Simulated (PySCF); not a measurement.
In(Br)(Me)(NH2) (CH5BrInN), SMILES [CH3][In]([NH2])[Br].

The structure is a stationary point at B3LYP-D3(BJ)/def2-SVP. The structure was generated by enumeration; whether it is a known compound was not checked. The def2 effective core potentials stand for the cores of In; spin–orbit coupling is left out. The values are those of a single conformer.

Level of theory: TDA-ωB97X/def2-SVPD (PySCF).

Vertical excitations. Isolated molecule, no solvent.

```
state  energy (eV)  λ (nm)      f                                                                 main pairs
-----  -----------  ------  -----  -------------------------------------------------------------------------
S1            5.50     225  0.047                                           HOMO→LUMO 65 %, HOMO→LUMO+1 13 %
S2            5.89     211  0.049                                       HOMO−1→LUMO 75 %, HOMO−1→LUMO+2 12 %
S3            5.93     209  0.019                                                           HOMO→LUMO+1 70 %
S4            6.11     203  0.052                                       HOMO−2→LUMO 60 %, HOMO−2→LUMO+2 11 %
S5            6.32     196  0.082                                                         HOMO−1→LUMO+1 62 %
S6            6.55     189  0.024  HOMO−3→LUMO 38 %, HOMO−2→LUMO+1 31 %, HOMO−3→LUMO+1 12 %, HOMO−2→LUMO 7 %
S7            6.74     184  0.016                                     HOMO−3→LUMO+1 55 %, HOMO−2→LUMO+1 30 %
S8            7.09     175  0.016                                       HOMO→LUMO+2 62 %, HOMO−2→LUMO+2 11 %
S9            7.26     171  0.467  HOMO−3→LUMO 32 %, HOMO−3→LUMO+1 21 %, HOMO−2→LUMO+1 14 %, HOMO−4→LUMO 9 %
S10           7.46     166  0.106                                       HOMO−4→LUMO 44 %, HOMO−4→LUMO+1 35 %
T1            4.83     257      0                                                             HOMO→LUMO 78 %
T2            5.36     231      0                                         HOMO→LUMO+1 54 %, HOMO−1→LUMO 24 %
T3            5.42     229      0                      HOMO−1→LUMO 40 %, HOMO→LUMO+1 29 %, HOMO−1→LUMO+2 9 %
T4            5.78     215      0                                       HOMO−2→LUMO 59 %, HOMO−2→LUMO+2 16 %
```
Triplets are in the Tamm–Dancoff approximation.
